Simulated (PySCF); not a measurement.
C4H4F2O2, SMILES O=C[C@@H]1CC(F)(F)O1. Coordinates come from a B3LYP-D3(BJ)/def2-SVP optimisation. The structure was generated by enumeration; whether it is a known compound was not checked. One conformer was computed; it need not be the lowest.

Computed equilibrium geometry at B3LYP-D3(BJ)/def2-SVP (PySCF confirms it by a frequency run) as a Z-matrix (one conformer of several):
```
C
H 1 1.1007
O 1 1.4489 2 112.34
C 3 1.3878 1 92.45 2 -117.73
F 4 1.3438 3 111.98 1 120.25
F 4 1.3462 5 106.65 3 -122.58
C 1 1.5148 2 110.19 3 125.90
O 7 1.2022 1 123.07 2 31.98
H 7 1.1218 8 122.91 1 -178.08
C 4 1.5281 5 116.38 6 -131.30
H 10 1.0961 4 114.50 5 -1.77
H 10 1.0977 11 111.01 4 -130.91
```
